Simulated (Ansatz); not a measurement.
Reaction (redistribution): `FC1=N[SiH2]1` + `C[O][Zn][F]` → `FC1=N[SiH]1F` + `C[O][ZnH]`

Program: Ansatz. Geometries: PBE0-D4/def2-TZVP. ΔE: electronic, gas phase. CBS: MP2 limit from def2 TZ/QZ plus the TZ coupled-cluster correction, frozen cores. DFT in def2-TZVPP. HSE06 is defined as in plane-wave codes. For Zn outer-core shells are correlated without core-valence functions, which leaves a few kJ/mol of doubt a bond. Scalar relativity is left out up to krypton. Each species was taken in one conformer, which may not be the lowest.

(1) Is it downhill or uphill in electronic energy at CCSD(T)/CBS, and by how much? (Estimate.)

(2) What do these levels give: LDA (SPW92), BLYP-D4, ωB97X-V, PBE-QIDH, HSE06, CCSD/CBS(def2)? (Estimate.)

Largest T1 diagnostic among the species: 0.017.

Answers

(1) Computed: Downhill: ΔE = -0.78 eV.

(2) The calculation gave: LDA (SPW92) -0.96, BLYP-D4 -0.83, ωB97X-V -0.85, PBE-QIDH -0.87, HSE06 -0.85, CCSD/CBS(def2) -0.78 eV.

From BLYP to BHLYP (50 % exact exchange), in def2-TZVPP and without D4, ΔE moves by −0.10 eV. At CCSD(T), def2-SVP lies +0.15 eV from the extrapolated value and def2-TZVPP −0.07 eV. Leaving LDA and LC-ωPBE aside and taking each functional with its dispersion term where it has one, the values, not all of them listed here, spread over 0.15 eV, from B97M-V to revPBE-D4. LDA lies −0.15 eV from PBE without D4.
